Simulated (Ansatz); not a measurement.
The cluster B₆P₆ (the lowest singlet isomer of a short search). The state is a singlet with charge 0. Geometry PBE-D4/def2-SVP, basis def2-TZVP, Ansatz.

```xyz
12

B     0.179   -1.388   -1.555
B     0.731    0.898   -0.081
B    -1.109   -0.086    0.261
B     0.446   -0.504    1.038
B    -0.190    0.817    1.553
B    -1.162    1.554    0.180
P     1.727   -0.289   -1.343
P     1.558   -1.899    0.323
P     0.347    2.769   -0.270
P    -1.665   -1.401   -0.999
P    -0.807    2.632    1.720
P    -0.056   -3.102   -0.827
```

```json
{"run": "A", "HOMO (eV)": "-5.76", "LUMO (eV)": "-3.66"}
{"run": "B", "HOMO (eV)": "-8.29", "LUMO (eV)": "0.00"}
{"run": "C", "HOMO (eV)": "-5.75", "LUMO (eV)": "-3.78"}
{"run": "D", "HOMO (eV)": "-6.46", "LUMO (eV)": "-3.14"}
{"run": "E", "HOMO (eV)": "-5.58", "LUMO (eV)": "-3.83"}
```

The structure comes from a short search, and lower isomers may exist.

**Question.** The runs used B97M-V, HF, PBE, PBE0, r2SCAN. Estimate which is which.

**Answer.** A B97M-V (0 % exact exchange); B HF (100 % exact exchange); C r2SCAN (0 % exact exchange); D PBE0 (25 % exact exchange); E PBE (0 % exact exchange). Exact exchange lowers occupied and raises empty levels; among semilocal functionals meta-GGAs tend to open the gap a little, and such runs are hard to tell apart. The gap grows from 1.75 eV (PBE) to 8.29 eV (HF).
